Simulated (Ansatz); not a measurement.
`O=CB[SiH3]` + `O[SiH2]F` → `F[SiH2]O[SiH3]` + `BC=O`  (cleavage of the Si–B bond)

Gas-phase electronic energies from Ansatz, PBE0-D4/def2-TZVP geometries. CCSD(T)/CBS adds triple-zeta CCSD(T) − MP2 to the extrapolated MP2 energy (def2 sets, frozen cores). Functionals use def2-TZVPP. HSE06 is defined as in plane-wave codes. Each species was taken in one conformer, which may not be the lowest.

Problem. Is it downhill or uphill in electronic energy at CCSD(T)/CBS, and by how much? (Best estimate.)

Solution. Computed: Downhill: ΔE = -112.8 kJ/mol.

Problem. What do these levels give: HSE06-D4, revPBE, HSE06, LC-ωPBE, SCS-MP2/def2-TZVPP, HF/def2-QZVPP? (An estimate is asked.)

Solution. The calculation gave: HSE06-D4 -95.8, revPBE -84.9, HSE06 -95.5, LC-ωPBE -104.6, SCS-MP2/def2-TZVPP -124.9, HF/def2-QZVPP -145.2 kJ/mol.

Problem. What do rigid-rotor, harmonic-oscillator terms from PBE0-D4/def2-TZVP frequencies (298.15 K, 1 bar) make of the CCSD(T)/CBS value? (An estimate is asked.)

Solution. Ansatz gave: ΔZPE = -1.4 kJ/mol, ΔH = -114.0 kJ/mol, ΔS = 13 J/(mol·K), ΔG = -117.9 kJ/mol. Modes under 50 cm⁻¹ make the entropy rough.

Largest T1 diagnostic among the species: 0.021, so the coupled-cluster value is less sure than usual.

Leaving LDA and LC-ωPBE aside and taking each functional with its dispersion term where it has one, the values, not all of them listed here, spread over 41.2 kJ/mol, from BHLYP-D4 to PBE-D4. From r2SCAN to r2SCAN0 (25 % exact exchange), in def2-TZVPP and without D4, ΔE moves by −6.0 kJ/mol.
